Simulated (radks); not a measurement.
Question: Neutral zinc, [Ar] 3d10 4s2. Method: non-relativistic Kohn-Sham, exchange-only B88, spin-polarised, spherical densities, point nucleus; computed with a radial shooting solver on a logarithmic mesh with Libxc functionals. Every spin shell is full or empty, so the densities are truly spherical. Functionals are evaluated on that one density, not self-consistently. Rank these exchange functionals by their error against the exact value of the orbitals, and give that value: LDA, B88, PBE, PBEsol, PW86, AM05, revTPSS, SCAN, TASK.

Answer: Exact: -69.3969 hartree. From best to worst, with 100 (|E| - |E exact|)/|E exact| (equal figures are ties): PBE -0.02, revTPSS -0.39, B88 +0.47, SCAN +0.52, PW86 +0.57, PBEsol -2.31, TASK -2.41, AM05 -5.08, LDA -5.61.
